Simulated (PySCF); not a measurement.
All of these have the formula C5H10O2. Method: TDDFT PBE0/def2-SVPD, vertical, gas phase, core orbitals frozen in the response in PySCF. Geometries: GFN2-xTB; one conformer of each isolated species. Triplets are in the Tamm–Dancoff approximation.

A. `CO[C@H]1CCCO1`
B. `C1(COC1)(C)OC`
C. `O(C=O)C(C)(C)C`

Lowest singlet levels (six at most, fewer where fewer were computed) with oscillator strengths:

1. 212 nm (f 0.002); 162 nm (f 0.006); 154 nm (f 0.130); 152 nm (f 0.001); 150 nm (f 0.065); 147 nm (f 0.019); T1 5.28 eV
2. 181 nm (f 0.011); 178 nm (f 0.001); 177 nm (f 0.007); 165 nm (f 0.001); 164 nm (f 0.006); 160 nm (f 0.014); T1 6.53 eV
3. 174 nm (f 0.000); 166 nm (f 0.021); 158 nm (f 0.000); 157 nm (f 0.003); 153 nm (f 0.025); 152 nm (f 0.012); T1 7.04 eV

Question: Which spectrum belongs to which structure?

Answer: 1 = C, 2 = B, 3 = A.
- A: S1 at 7.15 eV, HOMO→LUMO (95%); Löwdin shares by element: HOMO oxygen 69%, carbon 7% or more, hydrogen 5% or more (atoms not listed hold the other 19%); LUMO carbon 40% or more (atoms not listed hold the other 60%); HOMO -7.56 and LUMO 0.73 eV.
- B: S1 at 6.86 eV, HOMO→LUMO (81%), HOMO-1→LUMO (10%); Löwdin shares by element: HOMO oxygen 57%, carbon 18% or more (atoms not listed hold the other 25%); LUMO carbon 32% or more, hydrogen 16% or more (atoms not listed hold the other 52%); HOMO -7.31 and LUMO 0.58 eV.
- C: S1 at 5.85 eV, HOMO→LUMO (98%); S1 has the pattern of n→π* at C=O; HOMO -8.05 and LUMO 0.15 eV; point group Cs.

Without π bonds the low states may be Rydberg-like; a valence basis with one diffuse set may place them up to an eV too high.
